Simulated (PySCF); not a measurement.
C$_{4}$H$_{11}$GaO (SMILES CC(C)(C)[O][GaH2]), singlet, geometry from GFN2-xTB (such geometries of metal compounds can be far from the true shape), atoms displaced at random by about 0.08 Å a coordinate; HF/STO-3G, gradient (PySCF).

PySCF was given this input:
```python
from pyscf import gto, scf

mol = gto.Mole()
mol.atom = '''
    Ga    0.463705   -0.314112    1.484634
    H    -0.656933   -0.511579    2.725633
    H     1.887866   -0.699671    1.777316
    O     0.269368   -0.055703   -0.126304
    C    -0.287575    0.236312   -1.291406
    C    -1.338431    1.445017   -0.936703
    C     0.716256    0.776241   -2.089653
    C    -1.076505   -0.769243   -1.798014
    H    -2.010137    1.713242   -1.797011
    H    -0.829544    2.330824   -0.424329
    H    -2.286801    1.106328   -0.104954
    H     1.202086    1.690311   -1.700026
    H     0.306715    1.216345   -3.177171
    H     1.380575    0.195027   -2.413353
    H    -1.865557   -1.218640   -1.197660
    H    -0.231764   -1.618762   -2.230850
    H    -1.492636   -0.520161   -2.835265
'''
mol.basis = 'sto-3g'
mol.charge = 0
mol.spin = 0
mol.verbose = 4
mol.build()

mf = scf.RHF(mol)
mf.conv_tol = 1e-6
mf.kernel()
g = mf.nuc_grad_method()
grad = g.kernel()
```

It wrote (shortened):

```
PySCF version 2.14.0

[INPUT] verbose = 4
[INPUT] num. atoms = 17
[INPUT] num. electrons = 74
[INPUT] charge = 0
[INPUT] spin (= nelec alpha-beta = 2S) = 0
[INPUT] symmetry False subgroup None
[INPUT] Mole.unit = angstrom
[INPUT] Symbol           X                Y                Z      unit          X                Y                Z       unit  Magmom
[...]
nuclear repulsion = 456.924237438478
number of shells = 34
number of NR pGTOs = 162
number of NR cGTOs = 54
basis = sto-3g
ecp = {}

******** <class 'pyscf.scf.hf.RHF'> ********
method = RHF
initial guess = minao
damping factor = 0
level_shift factor = 0
DIIS = <class 'pyscf.scf.diis.CDIIS'>
diis_start_cycle = 1
diis_space = 8
diis_damp = 0
SCF conv_tol = 1e-06
SCF conv_tol_grad = None
SCF max_cycles = 50
direct_scf = True
direct_scf_tol = 1e-13
Set gradient conv threshold to 0.001
Initial guess from minao.
init E= -2129.43491598104
[...]
cycle= 1 E= -2130.40318337308  delta_E= -0.968  |g|= 0.65  |ddm|= 4.78
[...]
cycle= 2 E= -2130.57347909991  delta_E= -0.17  |g|= 0.224  |ddm|= 1.37
[...]
cycle= 3 E= -2130.59045764723  delta_E= -0.017  |g|= 0.065  |ddm|= 0.389
[...]
cycle= 4 E= -2130.59227803975  delta_E= -0.00182  |g|= 0.0183  |ddm|= 0.111
[...]
cycle= 5 E= -2130.59263485746  delta_E= -0.000357  |g|= 0.00793  |ddm|= 0.0651
[...]
cycle= 6 E= -2130.59273433052  delta_E= -9.95e-05  |g|= 0.00416  |ddm|= 0.0353
[...]
cycle= 7 E= -2130.59277733378  delta_E= -4.3e-05  |g|= 0.00219  |ddm|= 0.0281
[...]
cycle= 8 E= -2130.59279454885  delta_E= -1.72e-05  |g|= 0.00125  |ddm|= 0.0179
[...]
cycle= 9 E= -2130.59280159865  delta_E= -7.05e-06  |g|= 0.000536  |ddm|= 0.0147
[...]
cycle= 10 E= -2130.59280276442  delta_E= -1.17e-06  |g|= 0.000237  |ddm|= 0.00655
[...]
cycle= 11 E= -2130.59280291935  delta_E= -1.55e-07  |g|= 0.000149  |ddm|= 0.00163
[...]
Extra cycle  E= -2130.59280295533  delta_E= -3.6e-08  |g|= 0.000119  |ddm|= 0.000458
converged SCF energy = -2130.59280295533

******** <class 'pyscf.grad.rhf.Gradients'> for <class 'pyscf.scf.hf.RHF'> ********
unit = Eh/Bohr
--------------- RHF gradients ---------------
         x                y                z
0 Ga     0.0270205193     0.0069361639     0.0687419937
1 H    -0.0444586326    -0.0118588608     0.0526651074
2 H     0.0342398237    -0.0125567187     0.0045409179
3 O    -0.0725878265     0.0643140788    -0.2171498700
4 C     0.1087753088    -0.1604369098    -0.1301002021
5 C     0.0946043165     0.0050617342    -0.0670486639
6 C     0.0451841780    -0.2411975304     0.1610287278
7 C     0.0059754105     0.2110449049     0.1973692837
8 H    -0.0351198182    -0.0063872661    -0.0123445302
9 H     0.0173313528     0.0296822545     0.0307612982
10 H    -0.0968818402    -0.0167709637     0.0662524103
11 H     0.0083507911     0.0237062180    -0.0090172306
12 H    -0.0185002097     0.0354336600    -0.0859942771
13 H    -0.1384164671     0.1298111500     0.0459849755
14 H    -0.0103996374    -0.0036627091    -0.0055096836
15 H     0.0782539591    -0.0497150923    -0.0511967122
16 H    -0.0033712280    -0.0034041134    -0.0489835448
----------------------------------------------
```
